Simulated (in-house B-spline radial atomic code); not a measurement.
The numbers below are computed, except where a source is named.
**Making a Troullier-Martins p channel for K, r_c = 1.46 bohr**

K, [Ar] 4s1, non-relativistic PBE, spherical and spin-unpolarised, from a B-spline radial code for spherical atoms (atomic units). The all-electron 3p level is ε = -0.692624 hartree, its outermost node lies just inside 0.46 bohr and its outer maximum at 1.16 bohr.

Inside r_c the pseudo-orbital is u(r) = r^2 exp(p(r)), with p = c0 + c2 r² + c4 r⁴ + … + c12 r¹². The seven coefficients follow from p and its first four derivatives at r_c, from zero curvature of the screened potential at the origin, c4 = −c2²/(2l + 5), and from the norm inside r_c. At r_c the all-electron orbital has P = 0.8167131, P' = -0.4122314, the screened potential V = -1.589012, V' = 2.503391, V'' = -5.333262, and the norm inside is Q = 0.580374.

Q: What are p, p' and p'' at r_c?

A: p = ln(P/r_c^2) = ln(0.8167131/2.1316) = -0.95934. p' = P'/P − 2/r_c = -0.50474 − 1.36986 = -1.87461. The radial equation gives p'' = 2(V − ε) − 2(2) p'/r_c − p'² = -1.79278 − (-5.13591) − 3.51415 = -0.17102. Differentiating, p''' = 2V' + 2(2)p'/r_c² − 2(2)p''/r_c − 2p'p'' = 1.3164, and p'''' = 2V'' − 4(2)p'/r_c³ + 4(2)p''/r_c² − 2(2)p'''/r_c − 2p''² − 2p'p''' = -5.2191.

For a trial c2 the five matching conditions are linear in c0, c6, c8, c10 and c12, and c2 is varied until the norm inside r_c equals Q. The root nearest zero gives:

| n | c_n |
| --- | --- |
| 0 | 0.5367534 |
| 2 | -0.6168878 |
| 4 | -0.05436436 |
| 6 | -0.08781031 |
| 8 | 0.09108912 |
| 10 | -0.02851662 |
| 12 | 0.00309934 |

Q: Check c4 and p(r_c), and find the screened pseudopotential at the origin.

A: −c2²/7 = -0.0543644, as listed. The terms c_n r_c^n are 0.53675, -1.31496, -0.24702, -0.85048, 1.88057, -1.25495, 0.29074, which sum to -0.95934. Inverting the radial equation, V_l(r) = ε + 2 p'/r + (p'' + p'²)/2, so V_l(0) = ε + (2l + 3) c2 = -0.692624 + 5 × (-0.616888) = -3.7771 hartree, finite where the all-electron potential diverges.

Orbitals and screened potentials:

| r (bohr) | P | u | V all-electron | V pseudo |
| --- | --- | --- | --- | --- |
| 0.146 | -0.3808 | 0.03598 | -85.62 | -3.778 |
| 0.365 | -0.2153 | 0.2097 | -22.18 | -3.804 |
| 0.584 | 0.3206 | 0.4686 | -9.93 | -3.869 |
| 0.803 | 0.7 | 0.7166 | -5.522 | -3.797 |
| 1.022 | 0.8674 | 0.8638 | -3.466 | -3.278 |
| 1.241 | 0.8834 | 0.883 | -2.294 | -2.35 |
| 1.46 | 0.8167 | 0.8167 | -1.589 | -1.589 |

Logarithmic derivatives P'/P at R = 1.76 bohr, for energies E around ε:

| E − ε (hartree) | all-electron | pseudo |
| --- | --- | --- |
| -0.5 | 0.377133 | 0.375679 |
| -0.25 | -0.0831277 | -0.0837263 |
| -0.1 | -0.447679 | -0.447815 |
| 0 | -0.747873 | -0.747875 |
| 0.1 | -1.1138 | -1.11403 |
| 0.25 | -1.85264 | -1.85497 |
| 0.5 | -4.23413 | -4.26227 |

Q: With P(R) = 0.6741795 and a norm of 0.7485925 inside R, what slope in energy does norm conservation fix?

A: d(P'/P)/dE = −2 × (norm inside R)/P(R)² = -3.2940 per hartree·bohr at E = ε, for both atoms, since orbital and norm agree at R. Differences over ±0.1 hartree give -3.3306 (all-electron) and -3.3311 (pseudo), which also hold third-order terms. Half a hartree below ε the two curves differ by -0.0015.
